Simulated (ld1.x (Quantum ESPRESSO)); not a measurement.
**Which change was made? (Ru, TM)**

```json
{
 "Element": "Ru",
 "Generator": "ld1.x (Quantum ESPRESSO) 7.5",
 "Type": "norm-conserving Troullier–Martins (Kleinman–Bylander form)",
 "Functional": "LDA (PZ)",
 "Relativity": "scalar-relativistic",
 "Frozen core": "[Ar] 3d10 4s2",
 "Valence charge": "14",
 "Reference configuration": "4p6 4d7 5s1 5p0",
 "Partial waves": "5s (bound): rc 2.60 bohr; 4p (bound): rc 1.75 bohr; 4d (bound): rc 1.60 bohr",
 "Local potential": "all-electron potential smoothed inside 2.25 bohr (lloc = -1)",
 "Core correction": "a·sin(br)/r model core, default radius (core density twice the valence density)"
}
```

Cutoffs, loose and tight: the cutoffs (Ry, on a coarse ladder) from which the occupation-weighted sum of valence levels, in a spherical-Bessel basis at the reference potential, stays within 10 and 1 mRy of its value at 400 Ry. They do not see the model core or the augmentation charge, which bear on the density cutoff. Test errors are all-electron minus pseudo excitation energies from the reference, over the configurations 4p6 4d7 5s0 5p0; 4p6 4d6 5s0 5p0; 4p6 4d5 5s0 5p0; 4p6 4d8 5s0 5p0; 4p6 4d7.5 5s0.5 5p0; 4p6 4d4 5s0 5p0; 4p6 4d7 5s0.5 5p0 (two spin-polarised tests are not counted in the largest error); variants that change the core or the reference have their own tests. The largest error is taken over the tests solved by every variant that gives reliable tests at all, those not shown here included: 4p6 4d4 5s0 5p0; 4p6 4d5 5s0 5p0; 4p6 4d6 5s0 5p0; 4p6 4d7 5s0 5p0; 4p6 4d7 5s0.5 5p0; 4p6 4d8 5s0 5p0.

The base gives: outcome: generated; cutoff, loose: 55 Ry; cutoff, tight: 70 Ry; bound ghosts: none; largest test error (meV): -118.

After one change the result is: outcome: generated; cutoff, loose: 55 Ry; cutoff, tight: 70 Ry; bound ghosts: s; largest test error (meV): +32. Which change was it?
A. local potential all-electron potential smoothed inside 1.66 bohr (lloc = -1)
B. local potential all-electron potential smoothed inside 1.20 bohr (lloc = -1)
C. local potential all-electron potential smoothed inside 2.18 bohr (lloc = -1)
D. local potential all-electron potential smoothed inside 1.52 bohr (lloc = -1)

B. The others give: local potential all-electron potential smoothed inside 1.66 bohr (lloc = -1) → outcome: generated; cutoff, loose: 55 Ry; cutoff, tight: 70 Ry; bound ghosts: s; largest test error (meV): +58 | local potential all-electron potential smoothed inside 2.18 bohr (lloc = -1) → outcome: generated; cutoff, loose: 55 Ry; cutoff, tight: 70 Ry; bound ghosts: s; largest test error (meV): -100 | local potential all-electron potential smoothed inside 1.52 bohr (lloc = -1) → outcome: generated; cutoff, loose: 55 Ry; cutoff, tight: 70 Ry; bound ghosts: s; largest test error (meV): -20.
